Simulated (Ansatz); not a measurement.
`O=C(S)C[SeH]` → `[CH2]` (triplet) + `O=C(S)[SeH]`  (formal loss of a carbene)

Gas-phase electronic energies from Ansatz, PBE0-D4/def2-TZVP geometries. CCSD(T)/CBS is the MP2 limit (def2-TZVPP, def2-QZVPP) plus CCSD(T) − MP2 in def2-TZVPP, frozen cores. This one scheme is used for every species. Functionals use def2-TZVPP. B3LYP here is the variant with VWN-RPA as its local correlation; programs differ in this. Triplets are unrestricted, without spin–orbit coupling. For Se outer-core shells are correlated without core-valence functions, which leaves a few kJ/mol of doubt a bond. Scalar relativity is left out up to krypton. Each species was taken in one conformer, which may not be the lowest.

```tsv
level	ΔE (kJ/mol)	difference from CCSD(T)/CBS
PBE0-D4	425.2	-7.5
ωB97M-V	434.4	1.7
PBE	419.7	-13.0
r2SCAN	397.7	-35.0
PBE0	418.5	-14.2
B3LYP	406.5	-26.2
HF/def2-TZVPP	291.9	-140.8
MP2/def2-TZVPP	433.5	0.8
SCS-MP2/def2-TZVPP	435.2	2.5
CCSD/def2-TZVPP	412.8	-19.9
HF/def2-QZVPP	291.8	-140.9
MP2/def2-QZVPP	439.7	7.0
SCS-MP2/def2-QZVPP	442.9	10.2
HF/CBS(def2)	291.8	-140.9
MP2/CBS(def2)	444.4	11.7
CCSD/CBS(def2)	423.7	-9.0
CCSD(T)/CBS	432.7	0
```

Largest T1 diagnostic among the species: 0.015.

The D4 term adds +12.2 kJ/mol with B3LYP and +6.8 kJ/mol with PBE0; it sums over pairs of atoms, weighted by their polarisabilities, and B3LYP, whose exchange is more repulsive, gets the larger term. In def2-TZVPP, CCSD(T) changes the Hartree–Fock value by +129.9 kJ/mol (the triples alone add +9.0 kJ/mol) and MP2 by +141.6 kJ/mol.
